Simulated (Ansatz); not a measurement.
Ansatz (a program for electronic structure) input:

Ansatz 0.2 input:
```yaml
crystal:
  periodic: [false, false, false]
  atoms:
    - {symbol: Ta, position_ang: [0.11608780, -0.09413614, 0.11378405]}
    - {symbol: O, position_ang: [0.50721003, 0.63472421, -1.40720343]}
    - {symbol: O, position_ang: [-1.56651118, 0.22426804, 0.36892397]}
basis:
  gaussian:
    orbitals: def2-TZVPD
hamiltonian:
  xc: {name: wB97X-V}
total_charge: 1
```

**Question.** Which total energy does the run end on?

**Answer.** -207.16030 Eh (wB97X-V/def2-TZVPD). The basis has 123 functions.

This state (charge 1, singlet) is run at the relaxed geometry of the species with charge 0 and multiplicity 2.
